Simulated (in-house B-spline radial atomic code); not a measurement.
The numbers below are computed, except where a source is named.
## Correlation energy from the adiabatic connection: −V exp(−r²/w²), V = 5.85, w = 1.71

Two electrons in a singlet, external potential −V exp(−r²/w²), V = 5.85, w = 1.71 (atomic units). Full CI in B-splines (partial waves to l = 8, correlation up to 0.6 % small) with the density held fixed gives W(λ) = <V_ee>_λ − U, and E_c is the integral of W(λ) − W(0) from 0 to 1.

```csv
λ,W(λ) − W(0) (hartree)
0,0.00000
0.02,-0.00193
0.05,-0.00478
0.12,-0.01128
0.25,-0.02277
0.4,-0.03517
0.6,-0.05038
0.8,-0.06426
1,-0.07694
```

Integrate the table by the trapezoid rule.

The strips give -0.00002, -0.00010, -0.00056, -0.00221, -0.00435, -0.00855, -0.01146, -0.01412, which sum to -0.04138 hartree. The direct value, W(1) − W(0) + T_c with T_c = 0.03548, is -0.04146; the curve is convex, so chords lie above it and the trapezoids fall short in size by 0.20 %.

Now use only three numbers: W(0) = -0.93397, the initial slope W'(0) = -0.09684 (extrapolated from the first points) and the strong-coupling limit of the point-charge-plus-continuum model, W∞ = -1.2932. What do second-order theory and the interpolation W(λ) = W∞ + (W(0) − W∞)/√(1 + 2χλ) of Seidl, Perdew and Levy give?

Second order keeps the slope alone: E_c = W'(0)/2 = -0.04842, +17 % in size against -0.04146. Matching the slope fixes χ = W'(0)/(W∞ − W(0)) = -0.09684/(-0.35923) = 0.26958. Integrating, with s = √(1 + 2χ) = 1.240626, E_c = −(W(0) − W∞)(s − 1)/(s + 1) = −0.35923 × 0.240626/2.240626 = -0.03858 hartree, -7.0 % in size against the full result. At λ = 1 the formula gives W − W(0) = -0.06967 against -0.07694. Part of the miss can come from the model's W∞.
